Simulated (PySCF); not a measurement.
Species: trifluoroacetic acid (`O=C(O)C(F)(F)F`). The columns A, B, C and D hold Mulliken, IAO, Hirshfeld and ESP-fitted charges (e) of one PBE0/pcSseg-2 density (PySCF), in a shuffled order. Coordinates in Å (PBE0-D3(BJ)/def2-TZVP); the density's dipole moment is (1.99, -0.98, 0.24) D.

| atom | x | y | z | A | B | C | D |
| --- | --- | --- | --- | --- | --- | --- | --- |
| O1 | 0.820 | 1.198 | -0.977 | -0.459 | -0.351 | -0.417 | -0.239 |
| C2 | 0.531 | 0.265 | -0.295 | +0.545 | +0.361 | +0.501 | +0.192 |
| O3 | 1.358 | -0.672 | 0.153 | -0.551 | -0.309 | -0.466 | -0.159 |
| C4 | -0.905 | -0.019 | 0.199 | +0.550 | +0.728 | +0.790 | +0.249 |
| F5 | -1.730 | 0.919 | -0.228 | -0.185 | -0.212 | -0.259 | -0.075 |
| F6 | -1.324 | -1.198 | -0.259 | -0.179 | -0.228 | -0.273 | -0.086 |
| F7 | -0.941 | -0.048 | 1.530 | -0.178 | -0.227 | -0.272 | -0.085 |
| H8 | 2.245 | -0.464 | -0.176 | +0.457 | +0.239 | +0.395 | +0.204 |

Question: Which column most likely holds the ESP-fitted charges?

Answer: A. Σ q r misses the density's dipole by 0.01 D (A), 0.66 D (C), 0.83 D (D), 0.86 D (B). Charges fitted to the outside potential are the only set here that is tied to the molecule's multipoles.

Question: And the Hirshfeld charges?

Answer: D. The mean sizes are 0.161 e (D), 0.332 e (B), 0.388 e (A), 0.422 e (C), and Hirshfeld charges are commonly the smallest of these schemes.

As computed, A = ESP-fitted, B = Mulliken, C = IAO, D = Hirshfeld.

The Mulliken scheme counts on each atom the diagonal of the density matrix times the overlap matrix over that atom's basis functions. The ESP scheme fits charges at the nuclei, held to the total charge, to the electrostatic potential on points at 1.4 to 2.0 times the van der Waals radii.

The structure is a single PBE0-D3(BJ)/def2-TZVP conformer in the gas phase; no vibrational or solvent corrections.

The run behind these numbers computed NMR shieldings as well. The run took 21 s of wall time on Arm Neoverse V2, one thread, shared host, and the process peaked at 1.1 GiB of memory.

Shape of the structure used: `[O:1]=[C:2]([OH:3])[C:4]([F:5])([F:6])[F:7]`: O1–C2–C4–F5 -1°, H–O3–C2–O1 0°.
